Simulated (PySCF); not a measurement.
# Computed properties of TeI₂, SMILES I[Te]I

TeI2, SMILES I[Te]I. Geometry optimised at B3LYP-D3(BJ)/def2-SVP. The def2 effective core potentials stand for the cores of I, Te; spin–orbit coupling is left out. The values are those of a single conformer. All values are computed for the isolated molecule unless a solvent is named; none is compared with measurement here.

**Structure.** The optimised structure has C2v symmetry. All 3 harmonic modes at B3LYP-D3(BJ)/def2-SVP (PySCF) are real, so it is a minimum. With heavy atoms numbered as in [Te:1]([I:2])[I:3], the shortest bond between them is Te1–I2 at 2.741 Å and the longest Te1–I3 at 2.741 Å.

**Vibrations.** The strongest infrared lines (harmonic, unscaled, degenerate partners summed) lie at 194 cm⁻¹ (17 km/mol, Te 55 %, I 45 %), 195 cm⁻¹ (1 km/mol, I 54 %, Te 46 %). The softest mode is at 59 cm⁻¹ and the zero-point energy is 0.6 kcal/mol.

**Electronic structure.** M06-2X/def2-TZVPD (PySCF) places the frontier levels at -7.59 and -2.67 eV, a gap of 4.92 eV, and gives a dipole moment of 1.06 D and a mean polarisability of 118.6 bohr³.

**Excitations.** TDA-M06-2X/def2-SVPD (PySCF) has S1 at 1.79 eV (694 nm, f = 0.001, dark); the most intense of the 10 singlets computed lies at 4.84 eV (f = 0.15). T1 (TDA) is at 1.22 eV, 0.57 eV under S1.
